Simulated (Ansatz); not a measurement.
Ansatz results at the PBE0-D4/def2-TZVP geometry: ideal-gas entropy at 298 K and 1 bar (rigid rotor, harmonic PBE0-D4/def2-TZVP) 301 J/(mol·K); HOMO energy (PBE0/def2-TZVPP) -6.61 eV; HOMO energy (B3LYP/def2-TZVPP) -6.41 eV.

Each molecule was computed in one conformer, which needn't be the lowest.

Question: Which molecule gave them?
A. `C=CC1=CC1`
B. `[OH][Al]([OH])[CH]1B[SiH2]1`
C. `C#CC(=C)C`
D. `CC1=CC=C1`

Answer: A. The others give `[OH][Al]([OH])[CH]1B[SiH2]1`: 385, -6.98, -6.76; `C#CC(=C)C`: 309, -7.00, -6.79; `CC1=CC=C1`: 298, -5.29, -5.10.

B3LYP here is the variant with VWN-RPA as its local correlation; programs differ in this.
